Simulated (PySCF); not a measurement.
3-propylpyridine, C8H11N.
Atom-mapped SMILES: `[CH3:1][CH2:2][CH2:3][c:4]1[cH:5][cH:6][cH:7][n:8][cH:9]1` (hydrogens: H10, H11, H12 on C1; H13, H14 on C2; H15, H16 on C3; H17 on C5; H18 on C6; H19 on C7; H20 on C9)

The same species was optimised twice, with GFN2-xTB and with PBE0-D3(BJ)/def2-SVP (PySCF), and the same property calculations (PySCF, gas phase) were run on both structures.

| coordinate | GFN2-xTB | PBE0-D3(BJ)/def2-SVP | change |
| --- | --- | --- | --- |
| C4–C9 (Å) | 1.392 | 1.401 | +0.009 |
| C7–N8 (Å) | 1.322 | 1.330 | +0.008 |
| N8–C9 (Å) | 1.320 | 1.328 | +0.008 |
| C6–C7 (Å) | 1.386 | 1.394 | +0.008 |
| C4–C5 (Å) | 1.390 | 1.397 | +0.007 |
| C5–C6 (Å) | 1.385 | 1.392 | +0.007 |
| C2–C3 (Å) | 1.534 | 1.530 | -0.004 |
| C1–C2 (Å) | 1.523 | 1.519 | -0.004 |
| C3–C4 (Å) | 1.498 | 1.501 | +0.003 |
| C2–C3–C4 (°) | 110.6 | 112.8 | +2.2 |
| C1–C2–C3 (°) | 111.6 | 113.1 | +1.5 |
| C3–C4–C5 (°) | 121.6 | 122.1 | +0.5 |
| C4–C9–N8 (°) | 124.0 | 124.5 | +0.5 |
| C5–C4–C9 (°) | 117.0 | 116.6 | -0.4 |
| C7–N8–C9 (°) | 118.2 | 117.9 | -0.3 |
| C3–C4–C9 (°) | 121.3 | 121.2 | -0.1 |
| C4–C5–C6 (°) | 119.4 | 119.5 | +0.1 |
| C1–C2–C3–C4 (°) | 180 | 180 | 0 |
| C2–C3–C4–C5 (°) | 89 | 87 | -2 |

Rotational constants: A = 4490, B = 881.6, C = 791.1 MHz (GFN2-xTB) against A = 4473, B = 865.2, C = 776.2 MHz (PBE0-D3(BJ)/def2-SVP). Point groups within 0.08 Å: C1 and C1.

On the GFN2-xTB structure: HOMO (eV) -7.23 [PBE0/pcSseg-1]; LUMO (eV) -0.65 [PBE0/pcSseg-1]; dipole (D) 2.51 [PBE0/pcSseg-1]; GIAO shielding of C1 (ppm) 169.1 [PBE0/pcSseg-1]; GIAO shielding of C2 (ppm) 152.1 [PBE0/pcSseg-1]; GIAO shielding of C3 (ppm) 145.5 [PBE0/pcSseg-1]; GIAO shielding of C4 (ppm) 42.8 [PBE0/pcSseg-1]; GIAO shielding of C5 (ppm) 46.0 [PBE0/pcSseg-1]; GIAO shielding of C6 (ppm) 58.7 [PBE0/pcSseg-1]; GIAO shielding of C7 (ppm) 33.8 [PBE0/pcSseg-1]; GIAO shielding of N8 (ppm) -94.9 [PBE0/pcSseg-1].

Task: What do these properties become on the PBE0-D3(BJ)/def2-SVP structure?

Result: 
```json
{"property": "HOMO (eV)", "level": "PBE0/pcSseg-1", "on GFN2-xTB": "-7.23", "on PBE0-D3(BJ)/def2-SVP": "-7.27", "change": "-0.04"}
{"property": "LUMO (eV)", "level": "PBE0/pcSseg-1", "on GFN2-xTB": "-0.65", "on PBE0-D3(BJ)/def2-SVP": "-0.72", "change": "-0.07"}
{"property": "dipole (D)", "level": "PBE0/pcSseg-1", "on GFN2-xTB": "2.51", "on PBE0-D3(BJ)/def2-SVP": "2.52", "change": "+0.01"}
{"property": "energy, GFN2-xTB geometry as zero (kcal/mol)", "level": "PBE0/pcSseg-1", "on GFN2-xTB": "0.0", "on PBE0-D3(BJ)/def2-SVP": "-0.6", "change": "-0.6"}
{"property": "GIAO shielding of C1 (ppm)", "level": "PBE0/pcSseg-1", "on GFN2-xTB": "169.1", "on PBE0-D3(BJ)/def2-SVP": "167.5", "change": "-1.6"}
{"property": "GIAO shielding of C2 (ppm)", "level": "PBE0/pcSseg-1", "on GFN2-xTB": "152.1", "on PBE0-D3(BJ)/def2-SVP": "152.1", "change": "0.0"}
{"property": "GIAO shielding of C3 (ppm)", "level": "PBE0/pcSseg-1", "on GFN2-xTB": "145.5", "on PBE0-D3(BJ)/def2-SVP": "145.0", "change": "-0.5"}
{"property": "GIAO shielding of C4 (ppm)", "level": "PBE0/pcSseg-1", "on GFN2-xTB": "42.8", "on PBE0-D3(BJ)/def2-SVP": "41.2", "change": "-1.6"}
{"property": "GIAO shielding of C5 (ppm)", "level": "PBE0/pcSseg-1", "on GFN2-xTB": "46.0", "on PBE0-D3(BJ)/def2-SVP": "43.7", "change": "-2.3"}
{"property": "GIAO shielding of C6 (ppm)", "level": "PBE0/pcSseg-1", "on GFN2-xTB": "58.7", "on PBE0-D3(BJ)/def2-SVP": "56.3", "change": "-2.4"}
{"property": "GIAO shielding of C7 (ppm)", "level": "PBE0/pcSseg-1", "on GFN2-xTB": "33.8", "on PBE0-D3(BJ)/def2-SVP": "31.1", "change": "-2.7"}
{"property": "GIAO shielding of N8 (ppm)", "level": "PBE0/pcSseg-1", "on GFN2-xTB": "-94.9", "on PBE0-D3(BJ)/def2-SVP": "-98.2", "change": "-3.3"}
```

The heavy atoms differ by 0.024 Å rms after alignment. Among bonds between heavy atoms C4–C9, C6–C7, C7–N8 and N8–C9 change most and about equally (+0.008 to +0.009 Å). Changes are differences of the printed values. Neither structure is proved a minimum here.

Shape of the structure used: `[CH3:1][CH2:2][CH2:3][c:4]1[cH:5][cH:6][cH:7][n:8][cH:9]1`: C1–C2–C3–C4 180°, C2–C3–C4–C5 87°.
